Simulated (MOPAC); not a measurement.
MOPAC input (PM6):

```
PM6 1SCF UHF MS=0.5 GEO-OK AUX(PRECISION=9) THREADS=1
CH6BO2Si

C     2.09548800 1   -0.18265900 1    0.48171200 1
Si    0.67533200 1    0.85884000 1   -0.16490700 1
B    -1.08027600 1   -0.36737900 1   -0.10901300 1
O    -1.39708100 1   -0.32401600 1   -1.34376300 1
O    -1.45805600 1   -0.90461400 1    1.08214600 1
H     2.28518900 1   -1.03097100 1   -0.17715700 1
H     3.00516000 1    0.42181200 1    0.52985900 1
H     1.87689800 1   -0.56132000 1    1.48042600 1
H     0.93512900 1    1.35875900 1   -1.52728200 1
H     0.36508200 1    2.00020800 1    0.73483300 1
H    -2.25255600 1   -1.45035500 1    1.01574200 1
```

Output:

```
 *******************************************************************************
 **                                                                           **
 **                              MOPAC v23.2.5                                **
 **                                                                           **
 *******************************************************************************
 ** MOPAC's Digital Object Identifier: https://doi.org/10.5281/zenodo.6511958 **
 **                                                                           **
 ** Please cite the open-source release paper for use of this MOPAC version:  **
 ** J. E. Moussa and J. J. P. Stewart (2026)                                  **
 ** MOPAC: An open-source semiempirical molecular orbital program             **
 ** J. Open Source Softw., 11(119), 8025, https://doi.org/10.21105/joss.08025 **
 *******************************************************************************

                              PM6 CALCULATION RESULTS

 *******************************************************************************
 *  PM6        - The PM6 Hamiltonian to be used
 *  GEO-OK     - OVERRIDE INTERATOMIC DISTANCE AND OTHER SAFETY CHECKS
 *  UHF        - UNRESTRICTED HARTREE-FOCK CALCULATION
 *  MS=        - IN MECI, MAGNETIC COMPONENT OF SPIN =  0.5
 *  1SCF       - DO 1 SCF AND THEN STOP
 *  AUX        - OUTPUT AUXILIARY INFORMATION
 *******************************************************************************
PM6 1SCF UHF MS=0.5 GEO-OK AUX(PRECISION=9) THREADS=1
 CH6BO2Si

   ATOM   CHEMICAL          X               Y               Z
  NUMBER   SYMBOL      (ANGSTROMS)     (ANGSTROMS)     (ANGSTROMS)

     1       C          2.09548800  *  -0.18265900  *   0.48171200  *
     2      Si          0.67533200  *   0.85884000  *  -0.16490700  *
     3       B         -1.08027600  *  -0.36737900  *  -0.10901300  *
     4       O         -1.39708100  *  -0.32401600  *  -1.34376300  *
     5       O         -1.45805600  *  -0.90461400  *   1.08214600  *
     6       H          2.28518900  *  -1.03097100  *  -0.17715700  *
     7       H          3.00516000  *   0.42181200  *   0.52985900  *
     8       H          1.87689800  *  -0.56132000  *   1.48042600  *
     9       H          0.93512900  *   1.35875900  *  -1.52728200  *
    10       H          0.36508200  *   2.00020800  *   0.73483300  *
    11       H         -2.25255600  *  -1.45035500  *   1.01574200  *

          CARTESIAN COORDINATES

    NO.       ATOM           X           Y           Z

     1         C          2.0955     -0.1827      0.4817
     2        Si          0.6753      0.8588     -0.1649
     3         B         -1.0803     -0.3674     -0.1090
     4         O         -1.3971     -0.3240     -1.3438
     5         O         -1.4581     -0.9046      1.0821
     6         H          2.2852     -1.0310     -0.1772
     7         H          3.0052      0.4218      0.5299
     8         H          1.8769     -0.5613      1.4804
     9         H          0.9351      1.3588     -1.5273
    10         H          0.3651      2.0002      0.7348
    11         H         -2.2526     -1.4504      1.0157

 General Reference for PM6:
 "Optimization of Parameters for Semiempirical Methods V: Modification of NDDO Approximations
 and Application to 70 Elements", J. J. P. Stewart, J. Mol. Mod., 13, 1173-1213 (2007)
 URL: https://link.springer.com/article/10.1007/s00894-007-0233-4

           Empirical Formula: C H6 O2 Si B  =    11 atoms

      MOLECULAR POINT GROUP   :   C1

          UHF CALCULATION, NO. OF ALPHA ELECTRONS =   15
                           NO. OF BETA  ELECTRONS =   14

 -------------------------------------------------------------------------------
 PM6 1SCF UHF MS=0.5 GEO-OK AUX(PRECISION=9) THREADS=1
 CH6BO2Si

     1SCF WAS SPECIFIED, SO BFGS WAS NOT USED
     SCF FIELD WAS ACHIEVED

                              PM6 CALCULATION
                                                       MOPAC v23.2.5 Linux

          FINAL HEAT OF FORMATION =        -89.96693 KCAL/MOL =    -376.42164 KJ/MOL

          COSMO AREA              =        130.08 SQUARE ANGSTROMS
          COSMO VOLUME            =        120.70 CUBIC ANGSTROMS

          IONIZATION POTENTIAL    =          8.286732 EV
          ALPHA SOMO LUMO (EV)    =         -8.287 -0.231
          BETA  SOMO LUMO (EV)    =        -11.054 -1.484
          NO. OF ALPHA ELECTRONS  =         15
          NO. OF BETA  ELECTRONS  =         14
          MOLECULAR WEIGHT        =         88.9527         POINT GROUP:  C1

          MOLECULAR DIMENSIONS (Angstroms)

            Atom       Atom       Distance
            H    11    H     7     5.60220
            H     8    H     9     3.69047
            H     6    H    10     3.34497

          SCF CALCULATIONS        =          1

   ATOM   CHEMICAL          X               Y               Z
  NUMBER   SYMBOL      (ANGSTROMS)     (ANGSTROMS)     (ANGSTROMS)

     1       C          2.09548800  *  -0.18265900  *   0.48171200  *
     2      Si          0.67533200  *   0.85884000  *  -0.16490700  *
     3       B         -1.08027600  *  -0.36737900  *  -0.10901300  *
     4       O         -1.39708100  *  -0.32401600  *  -1.34376300  *
     5       O         -1.45805600  *  -0.90461400  *   1.08214600  *
     6       H          2.28518900  *  -1.03097100  *  -0.17715700  *
     7       H          3.00516000  *   0.42181200  *   0.52985900  *
     8       H          1.87689800  *  -0.56132000  *   1.48042600  *
     9       H          0.93512900  *   1.35875900  *  -1.52728200  *
    10       H          0.36508200  *   2.00020800  *   0.73483300  *
    11       H         -2.25255600  *  -1.45035500  *   1.01574200  *

                             CARTESIAN COORDINATES

   1    C        2.095488000    -0.182659000     0.481712000
   2   Si        0.675332000     0.858840000    -0.164907000
   3    B       -1.080276000    -0.367379000    -0.109013000
   4    O       -1.397081000    -0.324016000    -1.343763000
   5    O       -1.458056000    -0.904614000     1.082146000
   6    H        2.285189000    -1.030971000    -0.177157000
   7    H        3.005160000     0.421812000     0.529859000
   8    H        1.876898000    -0.561320000     1.480426000
   9    H        0.935129000     1.358759000    -1.527282000
  10    H        0.365082000     2.000208000     0.734833000
  11    H       -2.252556000    -1.450355000     1.015742000

           Empirical Formula: C H6 O2 Si B  =    11 atoms

      MOLECULAR POINT GROUP   :   C1

          ALPHA EIGENVALUES
 -30.80711 -29.73482 -25.29754 -19.96383 -17.77210 -15.84369 -14.81823 -14.37466
 -14.24090 -14.03968 -12.63341 -11.79898 -11.52564 -11.35540  -8.28673  -0.23118
   0.26627   0.82163   1.11614   1.28304   1.48806   2.21790   2.90515   3.44008
   4.12734   4.22058   4.40055   5.48546   5.57351   5.67804   6.79128

           BETA EIGENVALUES
 -30.44529 -28.14609 -25.25606 -19.61924 -17.45137 -15.29206 -14.34389 -14.25134
 -13.89577 -13.31279 -11.69008 -11.34963 -11.06909 -11.05405  -1.48441  -0.13783
   0.47331   0.96594   1.35528   1.40850   1.56113   2.37336   3.13006   3.65257
   4.25268   4.45652   4.71364   5.58997   5.68511   5.96474   6.80124

              NET ATOMIC CHARGES AND DIPOLE CONTRIBUTIONS

  ATOM NO.   TYPE          CHARGE      No. of ELECS.   s-Pop       p-Pop       d-Pop
    1          C          -0.783079        4.7831     1.07908     3.70400
    2         Si           0.470468        3.5295     1.22861     1.76488     0.53605
    3          B           0.296886        2.7031     0.93302     1.77009
    4          O          -0.454055        6.4541     1.82606     4.62800
    5          O          -0.510310        6.5103     1.73105     4.77926
    6          H           0.201234        0.7988     0.79877
    7          H           0.199218        0.8008     0.80078
    8          H           0.205234        0.7948     0.79477
    9          H           0.016372        0.9836     0.98363
   10          H           0.019768        0.9802     0.98023
   11          H           0.338264        0.6617     0.66174
 DIPOLE           X         Y         Z       TOTAL
 POINT-CHG.     2.108     1.822     1.333     3.089
 HYBRID        -0.189    -1.461     0.289     1.501
 SUM            1.919     0.361     1.623     2.539

          ATOMIC ORBITAL ELECTRON POPULATIONS

     Atom    s        px        py        pz      x^2-y^2     xz        z^2       yz        xy
    1  C   1.07908   1.25454   1.23258   1.21687
    2 Si   1.22861   0.46341   0.59406   0.70740   0.07385   0.05381   0.12095   0.16863   0.11881
    3  B   0.93302   0.59720   0.53368   0.63922
    4  O   1.82606   1.54986   1.63371   1.44443
    5  O   1.73105   1.53932   1.66449   1.57545
    6  H   0.79877
    7  H   0.80078
    8  H   0.79477
    9  H   0.98363
   10  H   0.98023
   11  H   0.66174

                    (SZ)    =    0.500000
                    (S**2)  =    0.761126

          ATOMIC ORBITAL SPIN POPULATIONS

    Atom   Total    s     px     py     pz   x^2-y^2  xz     z^2    yz     xy
         Atomic
    1  C  0.0384  0.005  0.027  0.003  0.003
    2 Si  0.2762  0.040  0.094  0.080 -0.003  0.010  0.002  0.010  0.002  0.041
    3  B  0.0918  0.058  0.049 -0.001 -0.014
    4  O  0.4801  0.013  0.292  0.133  0.042
    5  O  0.0520  0.020  0.003  0.005  0.024
    6  H -0.0013 -0.001
    7  H  0.0023  0.002
    8  H -0.0011 -0.001
    9  H -0.0003 -0.000
   10  H  0.0382  0.038
   11  H  0.0238  0.024

 **********************
 *                    *
 * JOB ENDED NORMALLY *
 *                    *
 **********************

 == MOPAC DONE ==
```

The geometry given is a B3LYP-D3(BJ)/def2-TZVP minimum.
